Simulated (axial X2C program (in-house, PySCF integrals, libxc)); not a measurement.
## SbF⁺ along the bond: HF, two-component

Calculated with an axial X2C code built on PySCF integrals. Two-component (2c) means X2C with spin–orbit coupling and atomic mean-field two-electron Coulomb and Gaunt terms. Basis: Sb dyall-cv3z [11s12p8d4f1g], F dyall-av3z [7s6p3d2f] (cores contracted in-house); Gaussian nuclei, density fitting, unrestricted open shells. Masses: Sb 120.904 u, F 18.998 u.

State: Ω = 1/2 (⟨Sz⟩ = -0.49, ⟨Lz⟩ = 0.99 at HF). Dipoles are positive if F is the positive end and refer to the centre of mass.

```
R (Å)   μ (D)  HOMO (eV)  LUMO (eV)
1.616  -1.701     -15.75      -7.37
1.690  -2.186     -15.96      -7.54
1.746  -2.549     -16.11      -7.67
1.801  -2.910     -16.26      -7.80
1.857  -3.270     -16.40      -7.92
1.922  -3.683     -16.57      -8.05
1.987  -4.090     -16.72      -8.19
2.071  -4.598     -16.91      -8.35
2.173  -5.177     -17.12      -8.53
2.321  -5.613     -17.22      -8.66
```

Question: The minimum lies at 1.825 Å. What is the dipole moment there?

Answer: At HF, 2c, with the sign and origin stated: μ = -3.06 D.

The state is a single determinant with fixed occupations, the lowest that a limited PBE0 search found.
